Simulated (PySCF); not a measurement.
C2H5O, SMILES [CH2]OC, multiplicity 2. Atoms are numbered in the order given.

```xyz
8

C      1.2133    -0.1639    -0.0129
O      0.0025     0.0577     0.5462
C     -1.0909     0.0633    -0.3598
H      1.3441     0.0463    -1.0685
H      2.0354    -0.1087     0.6836
H     -0.9498     0.8279    -1.1306
H     -1.2011    -0.9147    -0.8368
H     -1.9829     0.2912     0.2192
```
Charge 0, spin multiplicity 2.

The structure is a stationary point at B3LYP-D3(BJ)/def2-TZVP. The isomer is the one that the SMILES or the coordinates give; other isomers of the formula were not compared.

Two levels are set side by side: PBE/pcH-1 (PySCF) and B3LYP/pcH-1 (PySCF). Contact hyperfine couplings, same geometry. Differences are taken from unrounded values.

```csv
quantity,B3LYP
"A(iso) of 13C, atom C1 (MHz)",134.8
"A(iso) of 17O, atom O2 (MHz)",-23.8
"A(iso) of 13C, atom C3 (MHz)",-3.9
"A(iso) of 1H, atom H4 (MHz)",-38.2
"A(iso) of 1H, atom H5 (MHz)",-45.8
"A(iso) of 1H, atom H6 (MHz)",12.3
"A(iso) of 1H, atom H7 (MHz)",13.6
"A(iso) of 1H, atom H8 (MHz)",-1.9
```

Q: What does PBE give, and how far is it from B3LYP? (An estimate is asked for; the answer gives what the named calculation found.)

A: 
```csv
quantity,PBE,PBE minus B3LYP
"A(iso) of 13C, atom C1 (MHz)",113.0,-21.9
"A(iso) of 17O, atom O2 (MHz)",-14.3,9.5
"A(iso) of 13C, atom C3 (MHz)",-3.8,0.1
"A(iso) of 1H, atom H4 (MHz)",-34.8,3.4
"A(iso) of 1H, atom H5 (MHz)",-42.1,3.8
"A(iso) of 1H, atom H6 (MHz)",14.8,2.5
"A(iso) of 1H, atom H7 (MHz)",16.8,3.2
"A(iso) of 1H, atom H8 (MHz)",-2.0,-0.1
```

Rough cost on one machine, each run with all the roots and properties that it gave: B3LYP against PBE within a factor of 2.
